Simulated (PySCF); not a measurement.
A structure optimised at PBE0-D3(BJ)/def2-TZVP, used in a PySCF frequency run:

```
Al
N 1 1.7560
H 2 1.0070 1 124.94
H 2 1.0071 3 110.70 1 180.00
H 1 1.5702 2 121.89 3 180.00
Cl 1 2.0985 5 120.63 2 180.00
```

Write its SMILES, formula and point group.

[NH2][AlH][Cl], AlClH3N, Cs

What are its rotational constants (standard atomic weights)?

22.887, 3.6359, 3.1375 GHz
